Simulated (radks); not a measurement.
Values are calculated unless marked as measured or tabulated.
Problem. The mean radii <r> (bohr) of the occupied orbitals of an atom or ion are listed with their occupations. Code: a radial shooting solver on a logarithmic mesh with Libxc functionals. Model: Dirac Kohn-Sham, PBEsol, spin-unpolarised, spherical densities, finite nucleus; Fermi nuclear charge, rms radius of each element as measured or else 0.836 A^(1/3) + 0.57 fm.

orbital  occ.      <r>
1s1/2       1  0.03556

Name the element and its charge. Open shells, if any, are shared by 2j + 1.

Solution. Z = 41, niobium, charge +40: Nb40+ in 1s1. The 1s radius gives Z: for a bare nucleus <r> = (2 gamma + 1)/(2Z) with gamma = sqrt(1 - (Z/c)^2), 0.03547 bohr for Z = 41, and the self-interaction of the functional makes it slightly larger (0.03556 here). The occupations add up to 1, and the charge is Z minus that.
